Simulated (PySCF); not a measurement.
**C₆ coefficients of unlike pairs at UHF**

Calculated with PySCF 2.14 from the dipole response of each species, C₆(A,B) = (3/π) ∫ α_A(iu) α_B(iu) du, in atomic units, from isotropic polarisabilities. For ions this is the dispersion term alone; charge-induced terms of lower order in 1/R come first.

```
species           configuration                                                                                              basis      relativity  α (bohr³)  C₆ (like pair)
    Ag⁺          [Kr] 4d10 (1S)                                                            aug-cc-pVDZ-PP with ECP28MDF (5s5p4d2f)  core potential      7.718           42.50
   Tc³⁺           [Kr] 4d4 (5D)                                                        aug-cc-pwCVTZ-PP with ECP28MDF (8s8p7d4f3g)  core potential      5.105           22.93
     O⁺       [He] 2s2 2p3 (4S)                                                                           aug-cc-pVQZ (6s5p4d3f2g)            none      2.634           4.966
   As²⁺  [Ar] 3d10 4s2 4p1 (2P)  aug-cc-pVQZ-PP with one added diffuse shell each of s, p, d, f, g type with ECP10MDF (8s7p6d4f3g)  core potential      10.84           47.73
```

(1) Estimate C₆ for As²⁺ with Tc³⁺.

No spin-orbit coupling is included.

The other pairs:

```
     pair     C₆
 As²⁺, O⁺  14.73
Tc³⁺, Ag⁺  31.16
  O⁺, Ag⁺  14.51
 O⁺, Tc³⁺  10.64
As²⁺, Ag⁺  42.62
```

## Answers

(1) The integral gives 30.84. The combination rule 2 C_A C_B / (C_A α_B/α_A + C_B α_A/α_B) gives 30.76 and the geometric mean 33.08.
